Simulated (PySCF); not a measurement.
These 2 structures share the formula C4H11Al. Method: PBE0-D3(BJ)/def2-SVP geometry optimisation, gas phase in PySCF 2.14.0. One conformer each; no zero-point energy, no entropy. No frequencies were run at this level. Point groups hold within 0.08 Å.

Problem. Order them by energy at this level, lowest first, and give relative energies in kcal/mol.
A. `[H][Al]([CH2]C)[CH2]C` (AlEt2H)
B. `C[C](C)(C)[AlH2]`

Solution. A (0.0), B (7.6).

```tsv
SMILES	E (Eh)	E rel (kcal/mol)	dipole (D)	point group	A, B, C (MHz)
[H][Al]([CH2]C)[CH2]C	-400.96974	0.0	0.66	near Cs	7883, 1709, 1455
C[C](C)(C)[AlH2]	-400.95762	7.6	0.65	–	4413, 2800, 2734
```

Problem. As an exercise, what shares would exp(−E/RT) give at 2000 K from these electronic energies alone (no entropy, no degeneracies)?

Solution. RT = 3.974 kcal/mol: [H][Al]([CH2]C)[CH2]C 87.2 %, C[C](C)(C)[AlH2] 12.8 %.
